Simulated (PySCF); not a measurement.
Li, doublet; PySCF with DF-PBE0/cc-pVDZ.

PySCF was given this input:
```python
from pyscf import gto, scf, dft

mol = gto.M(
    atom='''
Li    0.000000    0.000000    0.000000
''',
    basis='cc-pvdz',
    charge=0,
    spin=1,
    verbose=4,
)

mf = dft.UKS(mol)
mf.xc = 'pbe0'
mf = mf.density_fit(auxbasis='def2-universal-jkfit')
mf.kernel()
```

Output, abridged:

```
PySCF version 2.14.0

[INPUT] verbose = 4
[INPUT] num. atoms = 1
[INPUT] num. electrons = 3
[INPUT] charge = 0
[INPUT] spin (= nelec alpha-beta = 2S) = 1
[INPUT] symmetry False subgroup None
[INPUT] Mole.unit = angstrom
[INPUT] Symbol           X                Y                Z      unit          X                Y                Z       unit  Magmom
[INPUT]  1 Li     0.000000000000   0.000000000000   0.000000000000 AA    0.000000000000   0.000000000000   0.000000000000 Bohr   0.0

nuclear repulsion = 0
number of shells = 5
number of NR pGTOs = 26
number of NR cGTOs = 14
basis = cc-pvdz
ecp = {}

******** <class 'pyscf.df.df_jk.DFUKS'> ********
method = DFUKS
initial guess = minao
damping factor = 0
level_shift factor = 0
DIIS = <class 'pyscf.scf.diis.CDIIS'>
diis_start_cycle = 1
diis_space = 8
diis_damp = 0
SCF conv_tol = 1e-09
SCF conv_tol_grad = None
SCF max_cycles = 50
direct_scf = False
number electrons alpha = 2  beta = 1
XC library pyscf.dft.libxc version 7.1.2
    S. Lehtola, C. Steigemann, M. J. T. Oliveira, and M. A. L. Marques,  SoftwareX 7, 1–5 (2018)
XC functionals = pbe0
    C. Adamo and V. Barone,  J. Chem. Phys. 110, 6158 (1999)
    M. Ernzerhof and G. E. Scuseria,  J. Chem. Phys. 110, 5029 (1999)
radial grids:
    Treutler-Ahlrichs [JCP 102, 346 (1995); DOI:10.1063/1.469408] (M4) radial grids

becke partition: Becke, JCP 88, 2547 (1988); DOI:10.1063/1.454033
pruning grids: <function nwchem_prune>
grids dens level: 3
symmetrized grids: False
atomic radii adjust function: <function treutler_atomic_radii_adjust>
small_rho_cutoff = 0
Set gradient conv threshold to 3.16228e-05
tot grids = 13728
******** <class 'pyscf.df.df.DF'> ********
auxbasis = def2-universal-jkfit
init E= -7.44395733635885

cycle= 1 E= -7.46565885740801  delta_E= -0.0217  |g|= 0.00967  |ddm|= 0.407
cycle= 2 E= -7.46615421775503  delta_E= -0.000495  |g|= 0.00209  |ddm|= 0.123
cycle= 3 E= -7.46617738578255  delta_E= -2.32e-05  |g|= 2.94e-05  |ddm|= 0.0327
cycle= 4 E= -7.46617738622971  delta_E= -4.47e-10  |g|= 9.99e-07  |ddm|= 3.26e-05
Extra cycle  E= -7.46617738623349  delta_E= -3.77e-12  |g|= 1.8e-07  |ddm|= 1.06e-05
converged SCF energy = -7.46617738623349  <S^2> = 0.75  2S+1 = 2
```
